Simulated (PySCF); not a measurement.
C3H3 (SMILES C#C[CH2]), doublet (typed; the unrestricted solution is spin-contaminated), geometry from GFN2-xTB; PySCF with HF/def2-SVP.

PySCF was given this input:
```python
from pyscf import gto, scf

mol = gto.Mole()
mol.atom = '''
    C     0.00115726    0.01003220    0.11038988
    C     0.01388675    0.12038277    1.32463807
    C    -0.01295680   -0.11232118   -1.23593195
    H     0.02483153    0.21526197    2.36864642
    H     0.90225786   -0.24555186   -1.78366465
    H    -0.93961264   -0.07827287   -1.77955781
'''
mol.basis = 'def2-svp'
mol.spin = 1
mol.verbose = 4
mol.build()

mf = scf.UHF(mol)
mf.diis = False
mf.max_cycle = 100
mf.kernel()
```

Write the output that PySCF gives for this input, abridged.


```
PySCF version 2.14.0

[INPUT] verbose = 4
[INPUT] num. atoms = 6
[INPUT] num. electrons = 21
[INPUT] charge = 0
[INPUT] spin (= nelec alpha-beta = 2S) = 1
[INPUT] symmetry False subgroup None
[INPUT] Mole.unit = angstrom
[INPUT] Symbol           X                Y                Z      unit          X                Y                Z       unit  Magmom
[...]
nuclear repulsion = 53.8286223922922
number of shells = 27
number of NR pGTOs = 93
number of NR cGTOs = 57
basis = def2-svp
ecp = {}

******** <class 'pyscf.scf.uhf.UHF'> ********
method = UHF
initial guess = minao
damping factor = 0
level_shift factor = 0
DIIS disabled
SCF conv_tol = 1e-09
SCF conv_tol_grad = None
SCF max_cycles = 100
direct_scf = True
direct_scf_tol = 1e-13
number electrons alpha = 11  beta = 10
Set gradient conv threshold to 3.16228e-05
init E= -115.60703074287

cycle= 1 E= -115.110001023056  delta_E= 0.497  |g|= 0.224  |ddm|= 1.78
cycle= 2 E= -115.152796626579  delta_E= -0.0428  |g|= 0.0781  |ddm|= 0.346
cycle= 3 E= -115.159655204619  delta_E= -0.00686  |g|= 0.0411  |ddm|= 0.147
cycle= 4 E= -115.16203522228  delta_E= -0.00238  |g|= 0.0271  |ddm|= 0.065
cycle= 5 E= -115.163179667633  delta_E= -0.00114  |g|= 0.0199  |ddm|= 0.0396
cycle= 6 E= -115.163831241383  delta_E= -0.000652  |g|= 0.0154  |ddm|= 0.0297
cycle= 7 E= -115.164251774647  delta_E= -0.000421  |g|= 0.0125  |ddm|= 0.0231
cycle= 8 E= -115.164551392424  delta_E= -0.0003  |g|= 0.0106  |ddm|= 0.0193
cycle= 9 E= -115.164779393938  delta_E= -0.000228  |g|= 0.0091  |ddm|= 0.0167
cycle= 10 E= -115.164959832353  delta_E= -0.00018  |g|= 0.00807  |ddm|= 0.0146
cycle= 11 E= -115.16510553513  delta_E= -0.000146  |g|= 0.00717  |ddm|= 0.0131
cycle= 12 E= -115.165224290906  delta_E= -0.000119  |g|= 0.00646  |ddm|= 0.0117
cycle= 13 E= -115.165321366668  delta_E= -9.71e-05  |g|= 0.0058  |ddm|= 0.0106
cycle= 14 E= -115.16540070252  delta_E= -7.93e-05  |g|= 0.00523  |ddm|= 0.00956
cycle= 15 E= -115.165465409696  delta_E= -6.47e-05  |g|= 0.00471  |ddm|= 0.00863
cycle= 16 E= -115.165518040785  delta_E= -5.26e-05  |g|= 0.00424  |ddm|= 0.00777
cycle= 17 E= -115.165560715948  delta_E= -4.27e-05  |g|= 0.00381  |ddm|= 0.007
cycle= 18 E= -115.16559520964  delta_E= -3.45e-05  |g|= 0.00342  |ddm|= 0.00629
cycle= 19 E= -115.165623004163  delta_E= -2.78e-05  |g|= 0.00307  |ddm|= 0.00565
cycle= 20 E= -115.165645335204  delta_E= -2.23e-05  |g|= 0.00275  |ddm|= 0.00507
cycle= 21 E= -115.165663227541  delta_E= -1.79e-05  |g|= 0.00246  |ddm|= 0.00454
[...]
cycle= 35 E= -115.165729795167  delta_E= -6.69e-07  |g|= 0.000473  |ddm|= 0.00088
cycle= 36 E= -115.165730320511  delta_E= -5.25e-07  |g|= 0.000419  |ddm|= 0.00078
cycle= 37 E= -115.165730732643  delta_E= -4.12e-07  |g|= 0.000371  |ddm|= 0.000691
cycle= 38 E= -115.165731055816  delta_E= -3.23e-07  |g|= 0.000328  |ddm|= 0.000612
cycle= 39 E= -115.165731309131  delta_E= -2.53e-07  |g|= 0.000291  |ddm|= 0.000542
cycle= 40 E= -115.16573150762  delta_E= -1.98e-07  |g|= 0.000257  |ddm|= 0.00048
cycle= 41 E= -115.1657316631  delta_E= -1.55e-07  |g|= 0.000228  |ddm|= 0.000425
cycle= 42 E= -115.165731784856  delta_E= -1.22e-07  |g|= 0.000202  |ddm|= 0.000376
cycle= 43 E= -115.16573188018  delta_E= -9.53e-08  |g|= 0.000178  |ddm|= 0.000332
cycle= 44 E= -115.165731954794  delta_E= -7.46e-08  |g|= 0.000158  |ddm|= 0.000294
cycle= 45 E= -115.165732013188  delta_E= -5.84e-08  |g|= 0.00014  |ddm|= 0.00026
cycle= 46 E= -115.165732058876  delta_E= -4.57e-08  |g|= 0.000123  |ddm|= 0.00023
cycle= 47 E= -115.165732094621  delta_E= -3.57e-08  |g|= 0.000109  |ddm|= 0.000204
cycle= 48 E= -115.165732122582  delta_E= -2.8e-08  |g|= 9.65e-05  |ddm|= 0.00018
cycle= 49 E= -115.165732144451  delta_E= -2.19e-08  |g|= 8.54e-05  |ddm|= 0.000159
cycle= 50 E= -115.165732161554  delta_E= -1.71e-08  |g|= 7.55e-05  |ddm|= 0.000141
cycle= 51 E= -115.165732174928  delta_E= -1.34e-08  |g|= 6.68e-05  |ddm|= 0.000125
cycle= 52 E= -115.165732185386  delta_E= -1.05e-08  |g|= 5.9e-05  |ddm|= 0.00011
cycle= 53 E= -115.165732193563  delta_E= -8.18e-09  |g|= 5.22e-05  |ddm|= 9.74e-05
cycle= 54 E= -115.165732199956  delta_E= -6.39e-09  |g|= 4.62e-05  |ddm|= 8.61e-05
cycle= 55 E= -115.165732204953  delta_E= -5e-09  |g|= 4.08e-05  |ddm|= 7.61e-05
cycle= 56 E= -115.16573220886  delta_E= -3.91e-09  |g|= 3.61e-05  |ddm|= 6.73e-05
cycle= 57 E= -115.165732211913  delta_E= -3.05e-09  |g|= 3.19e-05  |ddm|= 5.95e-05
cycle= 58 E= -115.165732214301  delta_E= -2.39e-09  |g|= 2.82e-05  |ddm|= 5.26e-05
cycle= 59 E= -115.165732216167  delta_E= -1.87e-09  |g|= 2.49e-05  |ddm|= 4.65e-05
cycle= 60 E= -115.165732217625  delta_E= -1.46e-09  |g|= 2.2e-05  |ddm|= 4.11e-05
cycle= 61 E= -115.165732218765  delta_E= -1.14e-09  |g|= 1.95e-05  |ddm|= 3.64e-05
cycle= 62 E= -115.165732219656  delta_E= -8.91e-10  |g|= 1.72e-05  |ddm|= 3.22e-05
Extra cycle  E= -115.165732220352  delta_E= -6.97e-10  |g|= 1.52e-05  |ddm|= 2.84e-05
converged SCF energy = -115.165732220352  <S^2> = 0.95987943  2S+1 = 2.1998904
```
